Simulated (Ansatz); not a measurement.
K5H5⁻. Total charge -1; doublet. Geometry PBE-D4/def2-SVP, that of the neutral singlet; atoms count from 1.

Cartesian coordinates in Å:
```
K -2.1599 -0.1273 -1.0173
K 0.4887 2.3908 -1.8691
K -0.2981 -2.9268 2.1029
K 1.9890 -0.9653 -0.6668
K -0.4086 1.6467 1.7000
H -1.4748 -0.7909 1.4790
H 1.7494 1.5381 0.2635
H -1.6919 2.3896 -0.4580
H 0.0665 -0.1464 -2.3497
H 1.7396 -3.0084 0.8155
```

The highest occupied level of the charge -1 doublet lies above zero (up to 0.57 eV). By energy differences its removal costs 0.21 eV (vertical, to the charge 0 singlet, at PBE0-D4/def2-TZVPD); a positive level beside a positive removal energy at the same level points to self-interaction error. The structure comes from a short search, and lower isomers may exist.

(1) Estimate the Mulliken populations from the PBE0/def2-TZVPD orbitals of Ansatz.

(2) Where does the spin sit?

(3) And the Mayer bond orders between bonded heavy atoms (over 0.3)?

## Answers

(1) 
```csv
atom,charge (e),spin (α − β)
K1,0.40,0.17
K2,0.67,-0.06
K3,0.30,0.31
K4,0.15,0.38
K5,0.40,0.17
H6,-0.61,0.01
H7,-0.59,0.00
H8,-0.59,0.01
H9,-0.59,0.00
H10,-0.55,0.01
```
Mulliken values and Mayer orders depend strongly on the basis. With diffuse functions, as here, like atoms can get unlike values, and bond orders can come out too low or too high.

(2) Summed by element: K 0.97, H 0.03, of 1 unpaired in all. Largest on single atoms: K4 0.38, K3 0.31, K1 0.17.

(3) K3–K4 0.34 (4.09 Å).
